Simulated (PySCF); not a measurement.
Structure with atom numbers: `[CH3:1][S:2][GaH2-:3][AsH3+:4]`. Each H is labelled by its parent atom.

Geometry: PBE0-D3(BJ)/def2-SVP; GIAO absolute shieldings from PySCF 2.14, gas phase, non-relativistic, averaged over equivalent atoms.

At B3LYP/pcSseg-1 (163 basis functions, 21 s wall time on 1 thread of an Arm Neoverse V1, shared host):
| atoms | σ (ppm) |
| --- | --- |
| C1 | 162.6 |
| S2 | 642.4 |
| Ga3 | 1419.6 |
| As4 | 1749.5 |
| H(Ga3) | 26.50 |
| H(As4) | 27.98 |
| H(C1) | 29.44 |

Question: Estimate the result of repeating the calculation with mPW1PW91/pcSseg-1.

Answer: 
```tsv
atoms	σ at mPW1PW91/pcSseg-1	change
C1	167.7	+5.1
S2	675.2	+32.8
Ga3	1445.2	+25.6
As4	1783.9	+34.4
H(Ga3)	26.50	+0.00
H(As4)	27.81	-0.17
H(C1)	29.41	-0.03
```

The largest change is at As4 (arsenic bonded to Ga, 3 H). Cost: 163 basis functions, 20 s wall time on 1 thread of an Arm Neoverse V1, shared host.

Relativistic effects, spin–orbit coupling among them, are left out; they matter for As, Ga and for the light atoms bonded to it.
